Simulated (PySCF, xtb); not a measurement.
WF3, SMILES [W]([F])([F])[F] (connectivity only; charge and spin as stated), neutral, multiplicity 4.

Harmonic wavenumbers (cm⁻¹) from GFN2-xTB run with xtb at its own minimum, in rising order: 150, 178, 178, 459, 474, 474.

**Question.** What does B3LYP-D3(BJ)/def2-TZVP run with PySCF 2.14.0 give at its own minimum? (Estimate from the structure and the level; the computed values follow.)

**Answer.** 147, 157, 157, 675, 676, 680. Paired by order, the mean absolute difference is 112 cm⁻¹ and the zero-point energies are 2.7 and 3.6 kcal/mol.
